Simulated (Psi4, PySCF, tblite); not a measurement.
Two rigid molecules brought together: HCl ··· BF3 (SMILES Cl and FB(F)F). Monomers: optimised at B3LYP-D3(BJ) (def2-TZVP), held rigid. Orientation: a random orientation, not optimised. R is the distance of the centres of mass, along which the second monomer moves.

Geometry at R = 4.17 Å (first 2 atoms: monomer A):
```
6

Cl     0.6410     0.0000     0.0000
H     -0.6410     0.0000     0.0000
F      3.3612     1.8940     0.0748
B      3.3923     3.0608    -0.5323
F      2.4098     3.9180    -0.3585
F      4.4057     3.3711    -1.3120
```

Levels: RKS-M06-2X/6-31G* = PySCF with restricted M06-2X/6-31G*, spherical d, no counterpoise correction; GFN2-xTB (tblite); RKS-LDA (SVWN5)/6-31G* = PySCF with restricted LDA (SVWN5)/6-31G*, spherical d, no counterpoise correction; SAPT0/jun-cc-pVDZ, frozen core (Psi4).

Interaction energies in kcal/mol; the last columns give the difference from SAPT0:

```csv
R / Å,RKS-M06-2X/6-31G*,GFN2-xTB,RKS-LDA (SVWN5)/6-31G*,SAPT0/jun-cc-pVDZ,RKS-M06-2X/6-31G* − SAPT0/jun-cc-pVDZ,GFN2-xTB − SAPT0/jun-cc-pVDZ,RKS-LDA (SVWN5)/6-31G* − SAPT0/jun-cc-pVDZ
3.60,-0.15,-0.16,-1.60,1.48,-1.63,-1.64,-3.08
3.81,-0.71,-0.64,-1.70,0.40,-1.11,-1.04,-2.11
3.96,-0.79,-0.75,-1.54,0.05,-0.85,-0.80,-1.59
4.17,-0.76,-0.76,-1.18,-0.15,-0.60,-0.61,-1.03
4.37,-0.65,-0.69,-0.84,-0.21,-0.44,-0.48,-0.64
4.56,-0.52,-0.60,-0.57,-0.20,-0.31,-0.40,-0.37
4.85,-0.31,-0.46,-0.28,-0.16,-0.15,-0.30,-0.12
5.18,-0.14,-0.33,-0.11,-0.11,-0.03,-0.22,0.00
5.69,-0.03,-0.20,-0.02,-0.06,0.03,-0.14,0.04
6.33,0.00,-0.10,0.00,-0.03,0.03,-0.07,0.02
7.35,0.00,-0.04,0.00,-0.01,0.01,-0.03,0.01
8.67,0.00,-0.01,0.00,0.00,0.00,-0.01,0.00
```

RKS-M06-2X/6-31G* is furthest from SAPT0/jun-cc-pVDZ at 3.60 (-1.63 kcal/mol, below); its mean absolute difference over the points is 0.43 kcal/mol.

GFN2-xTB is furthest from SAPT0/jun-cc-pVDZ at 3.60 (-1.64 kcal/mol, below); its mean absolute difference over the points is 0.48 kcal/mol.

RKS-LDA (SVWN5)/6-31G* is furthest from SAPT0/jun-cc-pVDZ at 3.60 (-3.08 kcal/mol, below); its mean absolute difference over the points is 0.75 kcal/mol.
